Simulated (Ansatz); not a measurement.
`CC(O)(F)BCl` from Hartree–Fock to CCSD(T)

```xyz
11

C     0.131    0.076   -1.172
C     0.016    0.360    0.314
O     1.243    0.497    0.927
F    -0.682    1.573    0.434
B    -0.853   -0.769    1.022
Cl   -0.099   -2.202    1.628
H     0.652    0.911   -1.653
H    -0.854   -0.015   -1.635
H     0.695   -0.843   -1.339
H     1.789    1.089    0.398
H    -2.038   -0.677    1.075
```

Total charge 0; spin multiplicity 1. Geometry: relaxed with PBE0-D4/def2-TZVP. It is one conformer, not always the lowest. Frozen core, restricted reference, Ansatz 0.2.0. CBS rows extrapolate triple and quadruple zeta; past MP2 they add the triple-zeta difference.

```tsv
basis	HF (Eh)	MP2 corr.	CCSD corr.	(T)	CCSD(T) total
def2-TZVPP	?	?	?	-0.04418	?
def2-QZVPP	-737.31923	-1.20436	–	–	–
CBS(def2)	?	-1.27225	-1.31589	as TZ	?
```

Task: Fill in the withheld values. (Estimate.)

Result: Computed: def2-TZVPP HF (Eh): -737.29440; def2-TZVPP MP2 corr.: -1.11271; def2-TZVPP CCSD corr.: -1.15635; def2-TZVPP CCSD(T) total: -738.49493; CBS(def2) HF (Eh): -737.32266; CBS(def2) CCSD(T) total: -738.68273.
